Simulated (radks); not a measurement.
Results of a calculation; reference values are marked as such.
Problem. Valence configurations of In IV (all share [Kr]). Code: a radial shooting solver on a logarithmic mesh with Libxc functionals. Model: scalar-relativistic Kohn-Sham, r2SCAN, spin-unpolarised, spherical densities, finite nucleus; meta-GGA in the generalised Kohn-Sham scheme; Fermi nuclear charge, rms radius 4.6156 fm. Order these by energy: 4d7 5s2 5p1; 4d7.5 5s2 5p0.5; 4d8 5s1 5p1; 4d8 5p2; 4d9.5 5p0.5; 4d9 5s1; 4d10; 4d9 5p1; 4d6 5s2 5p2; 4d8 5s2.

Solution. From the lowest, in eV above it: 4d10 0.000; 4d9.5 5p0.5 12.774; 4d9 5s1 17.429; 4d9 5p1 26.418; 4d8 5s2 37.325; 4d8 5s1 5p1 46.982; 4d7.5 5s2 5p0.5 53.283; 4d8 5p2 56.526; 4d7 5s2 5p1 70.204; 4d6 5s2 5p2 107.06. NIST lists [Kr] 4d10 as the ground configuration; this level of theory agrees among the configurations tried. The energies are those of spherical spin-averaged densities, not of single terms.
